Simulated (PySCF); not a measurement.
# Correlation energy of Kr (krypton, neutral)

[Kr], closed-shell 1S. Calculation: PySCF 2.14, in aug-cc-pVQZ-PP with ECP10MDF; scalar relativity through the core potential. Frozen: 3s2 3p6 3d10; 8 electrons correlated.

```csv
level,correlation energy (mhartree)
CCSD,-212.31
(T),-7.23
CCSD(T),-219.54
```

Diagnostics: T1 = 0.0021, D1 = 0.0057, largest double amplitude 0.030.

Cost of the coupled-cluster step: of the order of 7 core-seconds, for 8 correlated electrons.

Iterations:

```
CC2 = 0
CCSD nocc = 4, nmo = 80
frozen orbitals [0, 1, 2, 3, 4, 5, 6, 7, 8]
max_cycle = 100
direct = 0
conv_tol = 1e-08
conv_tol_normt = 1e-06
diis_space = 8
diis_start_cycle = 0
Init t2, MP2 energy = -462.397002755651  E_corr(MP2) -0.196942550721141
Init E_corr(CCSD) = -0.196942550721201
cycle = 1  E_corr(CCSD) = -0.208891697666736  dE = -0.0119491469  norm(t1,t2) = 0.0205562
cycle = 2  E_corr(CCSD) = -0.211626005044348  dE = -0.00273430738  norm(t1,t2) = 0.00533729
cycle = 3  E_corr(CCSD) = -0.212265088969582  dE = -0.000639083925  norm(t1,t2) = 0.00145458
cycle = 4  E_corr(CCSD) = -0.212318027383444  dE = -5.29384139e-05  norm(t1,t2) = 0.000256199
cycle = 5  E_corr(CCSD) = -0.212306289106013  dE = 1.17382774e-05  norm(t1,t2) = 4.81945e-05
cycle = 6  E_corr(CCSD) = -0.212305065915686  dE = 1.22319033e-06  norm(t1,t2) = 6.40083e-06
cycle = 7  E_corr(CCSD) = -0.212305260836127  dE = -1.94920441e-07  norm(t1,t2) = 1.69119e-06
cycle = 8  E_corr(CCSD) = -0.212305283954872  dE = -2.31187447e-08  norm(t1,t2) = 3.76649e-07
cycle = 9  E_corr(CCSD) = -0.21230527369903  dE = 1.02558415e-08  norm(t1,t2) = 9.81602e-08
cycle = 10  E_corr(CCSD) = -0.212305273533105  dE = 1.65925051e-10  norm(t1,t2) = 1.5643e-08
CCSD converged
E(CCSD) = -462.4123654784626  E_corr = -0.2123052735331054
CCSD(T) correction = -0.00722743081320378
```
